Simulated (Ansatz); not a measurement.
Z-matrix (Å, degrees):
```
Si
H 1 1.4839
Si 1 2.1429 2 118.08
H 3 1.4845 1 121.25 2 -16.54
C 3 1.8673 4 113.76 1 167.67
H 5 1.0908 3 110.27 4 -176.86
H 5 1.0924 6 108.76 3 -121.71
H 5 1.0927 6 108.49 7 -117.26
Si 1 2.3104 2 119.92 3 158.21
H 9 1.4880 1 111.68 2 68.86
H 9 1.4880 10 107.91 1 124.28
H 9 1.4881 10 108.59 11 117.91
```
Charge 0, spin multiplicity 1.

Method: Ansatz (a first-principles code) with frozen-core CCSD(T)/cc-pVTZ // PBE0-D3(BJ)/def2-TZVP. The restricted HF reference is unstable towards unrestricted orbitals.

```json
{
 "HF energy": "-909.31830 Ha",
 "MP2 correlation energy": "-0.54644 Ha"
}
```

Q: Estimate the CCSD correlation energy, the (T) correction, the total energy and the T1 diagnostic.

A: 
```yaml
CCSD correlation energy: -0.61379 Ha
"(T) correction": -0.02699 Ha
CCSD(T) total energy: -909.95908 Ha
T1 diagnostic: 0.014
```
